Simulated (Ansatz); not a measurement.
Input file for Ansatz (a quantum-chemistry and plane-wave program): R-RI-MP2/cc-pV(Q+d)Z on SiH4 (SMILES [SiH4]). The basis file is the Basis Set Exchange's JSON of that set.

Ansatz 0.2 input:
```yaml
crystal:
  periodic: [false, false, false]
  atoms:
    - {symbol: Si, position_ang: [0.00000000, -0.00000000, -0.00000000]}
    - {symbol: H, position_ang: [0.85467615, 0.85467615, 0.85467615]}
    - {symbol: H, position_ang: [-0.85467615, -0.85467615, 0.85467615]}
    - {symbol: H, position_ang: [-0.85467615, 0.85467615, -0.85467615]}
    - {symbol: H, position_ang: [0.85467615, -0.85467615, -0.85467615]}
basis:
  gaussian:
    orbitals: cc-pV_Q+d_Z.json
    fitting: {mean_field: def2-universal-JKFIT, correlation: cc-pVQZ-RIFIT.json}
magnetization: {spin_polarized: false}
correlation: {method: mp2, electrons: outside_noble_gas}
scf: {lower_state_search: off}
```

Q: What total energy does the run end on?

A: -291.4203 hartree.
